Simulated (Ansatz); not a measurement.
`C[SiH]([NH])F`, charge 0, multiplicity 2.

(1) Give a relaxed structure at PBE0-D4/def2-TZVP (the Gaussian-basis code of Ansatz). (An estimate is asked.)

Results:

(1) Computed: 
Cartesian coordinates in Å:
```
C 1.170 0.190 0.379
Si -0.590 0.273 -0.194
N -1.371 -1.229 0.168
F -0.601 0.653 -1.754
H 1.714 -0.598 -0.145
H 1.209 -0.018 1.450
H 1.672 1.142 0.189
H -1.383 1.316 0.506
H -1.820 -1.729 -0.599
```
This is one stationary point; other conformers may exist.
